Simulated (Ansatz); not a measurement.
`[SiH3][As]1C[SiH2]1` + `NB(F)F` → `FB(F)N[SiH3]` + `C1[SiH2][AsH]1` at 500 K and 1 bar (cleavage of the Si–As bond).

Computed with Ansatz on PBE0-D4/def2-TZVP structures; ΔE is electronic, products minus reactants. CBS: MP2 limit from def2 TZ/QZ plus the TZ coupled-cluster correction, frozen cores. For As outer-core shells are correlated without core-valence functions, which leaves a few kJ/mol of doubt a bond. Scalar relativity is left out up to krypton. One conformer a species, not always the lowest.

| species | CCSD(T)/CBS energy (Eh) | H − E (kJ/mol) | S (J/(mol·K)) |
| --- | --- | --- | --- |
| `[SiH3][As]1C[SiH2]1` | -2855.41741 | 231.2 | 425.2 |
| `NB(F)F` | -280.46129 | 125.6 | 310.3 |
| `FB(F)N[SiH3]` | -570.75785 | 179.6 | 399.1 |
| `C1[SiH2][AsH]1` | -2565.12158 | 168.9 | 346.5 |

H − E and S are ideal-gas, rigid-rotor, harmonic terms from PBE0-D4/def2-TZVP, for one conformer and one mirror image of each species. 1 Eh = 2625.50 kJ/mol, R = 8.31446 J/(mol·K).

**Question.** By hand: ΔE, ΔH, ΔS and ΔG.

**Answer.** ΔE = (-570.75785) + (-2565.12158) − (-2855.41741) − (-280.46129) = -0.00073 Eh = -1.9 kJ/mol. Δ(H − E) = 179.6 + 168.9 − 231.2 − 125.6 = -8.3, so ΔH = -10.2 kJ/mol. ΔS = 399.1 + 346.5 − 425.2 − 310.3 = 10.1 J/(mol·K). ΔG = -10.2 − 500 × (10.1)/1000 = -15.2 kJ/mol.

**Question.** By hand: the equilibrium constant, and the temperature at which ΔG would vanish if ΔH and ΔS stayed fixed.

**Answer.** log₁₀ K = −ΔG/(RT ln 10) = 1.6. ΔH and −TΔS have one sign here, so there is no such temperature.

TΔS isn't small against ΔH here. A doubt of 5 kJ/mol in ΔE shifts log₁₀ K by 0.5 here. Other conformers and mirror images would add mixing entropy, several J/(mol·K) or more a flexible species. Modes under 60 cm⁻¹, often nearly free rotors, make the harmonic entropy too high. These are equilibria of isolated gas molecules and say nothing of rates. Largest T1 diagnostic: 0.012 (customary marks: 0.02 for closed shells, 0.045 for open ones).

ΔS is within the doubt of such terms, so its sign, and with it that verdict, could turn.
